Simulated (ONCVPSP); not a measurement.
# What the settings do to the ONCV potential of Li (Z = 3)

Base potential:

Li, optimised norm-conserving Vanderbilt (ONCV), made with ONCVPSP 4.0.1 (PBEsol, scalar-relativistic). Core none, reference 1s2 2s1. Waves: 1s+2s: rc 0.95 bohr, ncon 5, nbas 10, qcut 15.6 1/bohr, 2 projectors; p scattering state at 0.34 Ha: rc 1.00 bohr, ncon 5, nbas 9, qcut 7.6 1/bohr, 2 projectors, debl 0.7 Ha; d scattering state at 0.45 Ha: rc 0.75 bohr, ncon 3, nbas 8, qcut 12.8 1/bohr, 2 projectors, debl 0.7 Ha. Local part: polynomial inside 0.50 bohr (lpopt 5, dvloc0 -1 Ha). Core correction: none.

All-electron outer shells of the reference configuration (PBEsol, scalar-relativistic, ld1.x):

| shell | level (eV) | outermost node (bohr) | outermost maximum (bohr) |
| --- | --- | --- | --- |
| 1s | -51.37 | – | 0.36 |
| 2s | -2.82 | 0.84 | 3.16 |

Cutoffs, loose and tight: the cutoffs (Ha) at which the residual kinetic energy of the hardest occupied pseudo-wave falls to 1 and 0.1 mHa per electron. They do not see the model core or the augmentation charge, which bear on the density cutoff. Test errors are all-electron minus pseudo excitation energies from the reference, over the configurations 1s2 2s0; 1s2 2s0.5; 1s2 2s0 2p1; 1s1 2s1. A dash means not determined; rows that change the core or the reference have their own tests.

```tsv
change	outcome	cutoff, loose	cutoff, tight	bound ghosts	GHOST(+) flags above zero	largest test error (meV)
base	generated	72 Ha	87 Ha	none	p	+268
d: nproj 1	generated	72 Ha	87 Ha	none	p	+268
local potential polynomial inside 0.55 bohr (lpopt 5, dvloc0 0 Ha)	generated	72 Ha	87 Ha	none	p	+268
d: qcut 7.8	generated	72 Ha	87 Ha	none	p, d	+268
core [He], valence charge 1; reference 2s0.5; waves now 2s: rc 2.15 bohr, ncon 4, nbas 7, qcut 2.4 1/bohr, 2 projectors, debl 3.7 Ha; p scattering state at 0.04 Ha: rc 2.35 bohr, ncon 5, nbas 9, qcut 3.7 1/bohr, 1 projector; d scattering state at 0.43 Ha: rc 2.15 bohr, ncon 3, nbas 6, qcut 3.8 1/bohr, 1 projector; local potential polynomial inside 2.05 bohr (lpopt 5, dvloc0 0 Ha)	generated, projector energies reset by the program	2.3 Ha	4.3 Ha	none	s	1 of 2 tests not solved or not reliable
p: rc 0.9	generated	72 Ha	87 Ha	none	p	+268
functional PBE	generated	72 Ha	87 Ha	none	p, d	+280
local potential polynomial inside 0.50 bohr (lpopt 5, dvloc0 2.5 Ha)	generated	72 Ha	87 Ha	none	p	+268
p: qcut 7.5	generated	72 Ha	87 Ha	none	p	+268
d: debl 3.5	generated	72 Ha	87 Ha	none	p	+268
```

(1) What comes out with this change to the base: all radii scaled by about 0.90 (s 0.86, p 0.90, d 0.68 bohr); local potential polynomial inside 0.46 bohr (lpopt 5, dvloc0 -1 Ha)?

(2) What comes out with this change to the base: s: ncon 4, nbas 9?

(3) What comes out with this change to the base: s: qcut 17.3; p: qcut 8.4; d: qcut 14.2?

Answers

(1) outcome: generated; cutoff, loose: 78 Ha; cutoff, tight: 94 Ha; bound ghosts: none; GHOST(+) flags above zero: p; largest test error (meV): +212.

(2) outcome: generated; cutoff, loose: 68 Ha; cutoff, tight: 83 Ha; bound ghosts: none; GHOST(+) flags above zero: p; largest test error (meV): +310.

(3) outcome: generated; cutoff, loose: 77 Ha; cutoff, tight: 95 Ha; bound ghosts: none; GHOST(+) flags above zero: none; largest test error (meV): +239.
